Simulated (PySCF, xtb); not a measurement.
TaH5, SMILES [TaH5] (connectivity only; charge and spin as stated), neutral, multiplicity 1.

GFN2-xTB (xtb) at its own geometry gives an orbital gap of 1.77 eV and a dipole moment of 0.10 D.

The structure is a stationary point at PBE0-D3(BJ)/def2-TZVPD. The multiplicity is an assumed one; other spin states were not compared. The def2 effective core potentials stand for the cores of Ta; spin–orbit coupling is left out.

Question: What does PySCF with CAM-B3LYP/def2-TZVPD give? (The exact figures need the calculation; the answer reports its results.)

Answer: gap 8.40 eV (levels -10.15 and -1.75 eV), dipole 1.77 D.
